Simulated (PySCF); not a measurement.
# Fractional electron number in Ti (titanium, neutral)

The 4s beta orbital of [Ar] 3d2 4s2 is emptied in steps (occupation f), with all orbitals relaxed, ending at [Ar] 3d2 4s1. Computed with PySCF 2.14 in def2-SVP (5s3p2d1f, 31 functions), with no relativity, point nucleus. The exact energy is a straight line in f; departures are measured from the line between the end points of the same method.

```json
{"f": "1", "PBE0 (eV)": "0.000", "r2SCAN (eV)": "0.000"}
{"f": "0.8", "PBE0 (eV)": "-0.300", "r2SCAN (eV)": "-0.352"}
{"f": "0.6", "PBE0 (eV)": "-0.450", "r2SCAN (eV)": "-0.514"}
{"f": "0.4", "PBE0 (eV)": "-0.448", "r2SCAN (eV)": "-0.494"}
{"f": "0.2", "PBE0 (eV)": "-0.295", "r2SCAN (eV)": "-0.306"}
{"f": "0", "PBE0 (eV)": "0.000", "r2SCAN (eV)": "0.000"}
```

| method | E(f=0) − E(f=1) (eV) | −ε at f=1 (eV) | −ε at f=0.4 (eV) |
| --- | --- | --- | --- |
| PBE0 | 6.551 | 4.682 | 6.937 |
| r2SCAN | 6.364 | 4.127 | 6.911 |

Orbital energy along the path (eV):

| f | PBE0 | r2SCAN |
| --- | --- | --- |
| 1 | -4.682 | -4.127 |
| 0.8 | -5.426 | -5.081 |
| 0.6 | -6.178 | -6.016 |
| 0.4 | -6.937 | -6.911 |
| 0.2 | -7.701 | -7.673 |
| 0 | -7.846 | -7.732 |

Reference removal energy between the ground levels: 6.828 eV (measured; NIST Atomic Spectra Database, ionization energies). The calculation has no spin-orbit coupling.
